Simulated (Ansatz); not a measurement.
Program: Ansatz. Geometries: PBE0-D4/def2-TZVP. ΔE: electronic, gas phase. CCSD(T)/CBS adds triple-zeta CCSD(T) − MP2 to the extrapolated MP2 energy (def2 sets, frozen cores). Functionals use def2-TZVPP. def2 core potentials past Kr. For Br, Sn outer-core shells are correlated without core-valence functions, which leaves a few kJ/mol of doubt a bond. Scalar relativity is left out up to krypton.

Reaction (cleavage of the Sn–Si bond): `C[SiH](F)[SnH3]` + HBr → `[Br][SnH3]` + `C[SiH2]F`

`C[SiH](F)[SnH3]`:

```xyz
11

C    -0.449   -0.611   -1.652
Si   -0.913   -0.097    0.074
F    -1.586   -1.353    0.824
Sn    1.119    0.662    1.453
H     0.293   -1.412   -1.643
H    -1.328   -0.957   -2.201
H    -0.025    0.241   -2.191
H    -1.942    0.978    0.032
H     2.314   -0.558    1.512
H     0.688    1.063    3.055
H     1.829    2.045    0.739
```

HBr:

Cartesian coordinates in Å:
```
Br 0.056 0.464 0.535
H -0.056 -0.464 -0.535
```

`[Br][SnH3]`:

Z-matrix (Å, degrees):
```
Sn
Br 1 2.483
H 1 1.700 2 106.4
H 1 1.700 2 106.4 3 -120.0
H 1 1.700 2 106.4 3 120.0
```

`C[SiH2]F`:

Z-matrix (Å, degrees):
```
C
Si 1 1.853
H 1 1.094 2 110.1
H 1 1.092 2 111.0 3 -119.6
H 1 1.092 2 111.1 3 119.7
F 2 1.604 1 109.4 3 179.8
H 2 1.485 1 111.5 3 61.3
H 2 1.485 1 111.5 3 -61.7
```

(1) Is it downhill or uphill in electronic energy at CCSD(T)/CBS, and by how much? (Best estimate.)

(2) What do these levels give: r2SCAN-D4, PBE0-D4, B2PLYP, PBE, CCSD/def2-TZVPP, SCS-MP2/def2-QZVPP? (Estimate.)

Largest T1 diagnostic among the species: 0.013.

## Answers

(1) Computed: Downhill: ΔE = -90.0 kJ/mol.

(2) Computed: r2SCAN-D4 -87.2, PBE0-D4 -81.6, B2PLYP -93.2, PBE -77.9, CCSD/def2-TZVPP -88.2, SCS-MP2/def2-QZVPP -97.3 kJ/mol.

From PBE to PBE0 (25 % exact exchange), in def2-TZVPP and without D4, ΔE moves by −7.0 kJ/mol. The D4 term adds +5.5 kJ/mol with B3LYP and +3.3 kJ/mol with PBE0; it sums over pairs of atoms, weighted by their polarisabilities, and B3LYP, whose exchange is more repulsive, gets the larger term. In def2-TZVPP, CCSD(T) changes the Hartree–Fock value by +34.1 kJ/mol (the triples alone add +3.0 kJ/mol) and MP2 by +29.3 kJ/mol.

B3LYP here is the variant with VWN-RPA as its local correlation; programs differ in this.
